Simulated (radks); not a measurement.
The numbers below are computed, except where a source is named.
Question: All-electron atom: Au+ in [Xe] 4f14 5d10. Code: a radial shooting solver on a logarithmic mesh with Libxc functionals. Model: scalar-relativistic Kohn-Sham, Slater X-alpha with alpha = 0.667, spin-polarised, spherical densities, finite nucleus; Fermi nuclear charge, rms radius 5.4371 fm. Some entries of the table are withheld. Estimate them.

orbital,occ.,eigenvalue (hartree),<r^2> (bohr^2)
1s,2,-2965.033,(1)
2s,2,-523.4342,(2)
2p,6,(3),0.005049
3s,2,-123.7222,0.03873
3p,6,-103.2524,0.03978
3d,10,-81.29804,0.03294
4s,2,-27.02426,0.1873
4p,6,-20.30696,0.2140
4d,10,-12.22671,0.2432
5s,2,-4.25426,0.9640
4f,14,-3.25061,0.3020
5p,6,-2.46942,1.304
5d,10,-0.52326,3.016

Answer: 
(1) 1s <r^2> (bohr^2): 0.0003938
(2) 2s <r^2> (bohr^2): 0.006003
(3) 2p eigenvalue (hartree): -452.8968
